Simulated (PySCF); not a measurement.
Peak assignment

Numbering as in the mapped SMILES `[Cl:1][CH2:2][SiH2:3][O:4][SiH2:5][c:6]1[cH:7][cH:8][cH:9][o:10]1` (H(Xn): hydrogen on atom n).

PySCF 2.14.0 with density-fitted response routines calculation with GIAO PBE0/pcSseg-1 shieldings and GFN2-xTB geometry; single conformer, non-relativistic Hamiltonian, isolated molecule, averaged over atoms made equivalent by symmetry, fast rotation or ring inversion.

Scale: TMS for 13C, 1H (reference shieldings calculated alike).

Problem. Assign these signals to the numbered atoms. 13C{1H} NMR (computed): δ 158.7, 152.4, 129.4, 117.8, 35.3.

Solution. 
```tsv
δ (ppm)	atoms	environment	reason
158.7	C6	substituted aromatic carbon next to the ring oxygen	–
152.4	C9	aromatic CH next to the ring oxygen	–
129.4	C7	aromatic CH	the aromatic region
117.8	C8	aromatic CH	–
35.3	C2	sp3 CH2 bonded to Cl and Si	deshielded by the electronegative neighbour
```

Problem. Assign these signals to the numbered atoms. 1H NMR (300 MHz, computed): δ 7.87 (m, 1H), 7.11 (m, 1H), 6.80 (m, 1H), 5.57 (s, 2H), 5.13 (t, 2H), 2.83 (t, 2H).

Solution. 
| δ (ppm) | atoms | environment | reason |
| --- | --- | --- | --- |
| 7.87 | H(C9) | hydrogen on an aromatic CH next to the ring oxygen | ring-current deshielding |
| 7.11 | H(C7) | hydrogen on an aromatic CH | ring-current deshielding |
| 6.80 | H(C8) | hydrogen on an aromatic CH | – |
| 5.57 | H(Si5) | hydrogen on a silicon bonded to C, O | – |
| 5.13 | H(Si3) | hydrogen on a silicon bonded to C, O | – |
| 2.83 | H(C2) | hydrogen on an sp3 CH2 bonded to Cl and Si | its carbon carries Cl, an electronegative neighbour |

Carbons that carry Cl, above all several Cl atoms, come out too deshielded, partly because spin–orbit coupling is missing. Shifts are as computed. Against solution values, carbons near 30 ppm lie about +3 ppm off and those near 130 ppm about +5 ppm; carbons on Cl a further +6 ppm. Of 1211 compounds with measured shifts, 218 miss one by over three times the rms of a fit or turn the order of signals round; such compounds aren't used in these exercises. No couplings were computed; multiplicities are counted from neighbouring protons, with m where these are inequivalent, close in shift, in a saturated or five-membered ring or joined by F or P, and br s for small geminal =CH2 splittings.
